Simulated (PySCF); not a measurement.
# One molecule, several mistakes: BCGeH7Si

All numbers below are calculated, not measured. The program is PySCF 2.14.0, an open-source quantum chemistry code, run on an isolated molecule that a program drew, which may never have been made. The molecule is BCGeH7Si (charge 0, singlet), drawn as the SMILES string `C[Si][BH][GeH3]`.

Each row is a Hartree-Fock (HF) and frozen-core CCSD(T) single point in the cc-pV(D+d)Z basis, meant for a local HF minimum. Run 1 is clean. Each other run has one planted mistake out of seven kinds, and not every kind appears here: one electron removed, one electron added, multiplicity raised by two, geometry at a saddle point, minimal basis STO-3G, one bond length entered in bohr, all coordinates scaled. The reference is restricted for singlets and unrestricted otherwise, and also for a bond in bohr. Adding or removing an electron swaps singlet and doublet. Electrons count all cores. HOMO and LUMO are orbital energies over both spins, the gradient is its largest component, and the lowest frequency (negative if imaginary) is given only where the gradient is small. Bond lengths are over the 10 bonds as drawn. T1 is the CCSD diagnostic: over 0.02 (restricted) or 0.045 (unrestricted) a single reference is doubtful. Germanium has the cc-pVDZ-PP basis, with a core potential (ECP10MDF) in place of its 10 inner electrons, and its 3s, 3p and 3d shells are frozen in CCSD(T).

Geometry of the clean run:
```xyz
11
BCGeH7Si, angstrom
C    -2.0736   -0.5262   -1.2296
Si   -1.0037   -1.9053   -0.4233
B     0.8239   -1.3282   -1.0217
Ge    2.0467   -0.0322    0.0858
H    -1.8577    0.4222   -0.7204
H    -1.8541   -0.3752   -2.2910
H    -3.1402   -0.7284   -1.1165
H     1.3406   -1.7924   -2.0053
H     1.3500    0.5652    1.3196
H     3.3059   -0.7636    0.5745
H     2.4911    1.1400   -0.8034
```

| run | electrons | basis functions | <S^2> | HOMO (eV) | LUMO (eV) | gradient (hartree/bohr) | lowest frequency (cm^-1) | mean bond (Å) | longest bond (Å) | T1 | HF (hartree) | CCSD(T) (hartree) | mistake |
|---|---|---|---|---|---|---|---|---|---|---|---|---|---|
| 1 | 64 | 109 | 0.000 | -8.16 | 0.92 | 1.7e-06 | 53 | 1.5127 | 2.098 | 0.0182 | -648.85157 | -649.34573 | no fault |
| 2 | 63 | 109 | 0.780 | -15.53 | -5.93 | 3.0e-02 | - | 1.5127 | 2.098 | 0.0223 | -648.59434 | -649.05681 | one electron removed |
| 3 | 65 | 109 | 1.260 | -1.14 | 6.11 | 2.5e-02 | - | 1.5127 | 2.098 | 0.0594 | -648.85228 | -649.35648 | one electron added |
| 4 | 64 | 109 | 0.000 | -7.95 | 1.29 | 7.3e-02 | - | 1.3977 | 1.938 | 0.0196 | -648.79214 | -649.28162 | all coordinates scaled |
| 5 | 64 | 109 | 2.042 | -6.75 | -0.36 | 2.7e-02 | - | 1.5127 | 2.098 | 0.0243 | -648.79034 | -649.27334 | ? |

**Which mistake was planted in run 5, and what did it cost?**

Electrons, basis and geometry are unchanged, and <S^2> is 2.042, beside S(S+1) = 2.00 for a multiplicity of 3. So the mistake is: multiplicity raised by two. Subtracting run 1 and multiplying by 627.51 kcal/mol a hartree, the energy moved by 38.4 kcal/mol in HF and 45.4 kcal/mol in CCSD(T).

Cautions from the logs. Run 3: T1 is over the limit, so its CCSD(T) energy is less reliable.
